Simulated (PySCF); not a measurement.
Job for PySCF: R-B3LYP/LANL2DZ on AlF2H4N (a complex).

```python
from pyscf import gto, scf, dft, mp
from pyscf.data.elements import chemcore

mol = gto.M(
    atom='''
    F     1.22790596    0.74733588    0.62885291
    Al   -0.27664925    0.27816578    1.18905317
    F    -0.70809469   -1.29944758    0.83887727
    H    -1.41821794    1.36067674    1.21564083
    N     0.25419491   -0.02502157    3.12747617
    H     0.61181240    0.81848735    3.56749267
    H    -0.51666616   -0.37513794    3.68979665
    H     0.99452396   -0.72285583    3.14782512
    ''',
    basis='lanl2dz',
    ecp={'Al': 'lanl2dz'},
    charge=0, spin=0, verbose=3, max_memory=1800)
mf = dft.RKS(mol, xc='b3lyp')
mf.conv_tol = 1e-8
mf.max_cycle = 100
mf.kernel()
if not mf.converged:
    mf = mf.newton().run(mf.mo_coeff, mf.mo_occ)
```

Predict the final total energy.

-259.0402 hartree.
